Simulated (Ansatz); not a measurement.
## Ligand exchange: Sc(CH3)2F + C4H9N → Sc(CH3)2(NH2) + C4H7F

Species: Sc(CH3)2F, singlet; C4H9N (cyclobutylamine) `NC1CCC1`, singlet; Sc(CH3)2(NH2), singlet; C4H7F `FC1CCC1`, singlet. The partners trade F for NH2: Sc–F and C–NH2 bonds give way to Sc–NH2 and C–F.

Shapes, held fixed at every level: PBE0-D4/def2-TZVP. Flexible molecules stand in one conformer, not always the lowest. Programs: Ansatz 0.2.0. Electronic energies: no zero-point or thermal term.

Problem. Estimate ΔE of this reaction.

Solution. The highest level, CCSD(T)/def2-TZVPP, gives ΔE = +124.9 kJ/mol; the levels span +121.5 to +125.1. The column of differences is taken from that level and isn't an error. No measured value is set beside it here. Outer-core shells of Sc are correlated in most correlated rows, in sets that cover them unevenly.

```tsv
level	kind	ΔE (kJ/mol)	less CCSD(T)/def2-TZVPP
SPW92/def2-TZVPP	LDA	+121.6	-3.3
PBE-D4/def2-TZVPP	GGA	+122.0	-2.9
r2SCAN-D4/def2-TZVPP	meta-GGA	+121.6	-3.3
B3LYP-D4/def2-TZVPP	global hybrid	+121.5	-3.4
wB97M-V/def2-TZVPP	range-separated hybrid	+124.1	-0.8
B2PLYP/def2-TZVPP	double hybrid	+123.9	-1.0
CCSD/def2-TZVPP	coupled cluster or CI	+125.1	+0.2
CCSD(T)/def2-TZVPP	coupled cluster or CI	+124.9	0.0
```
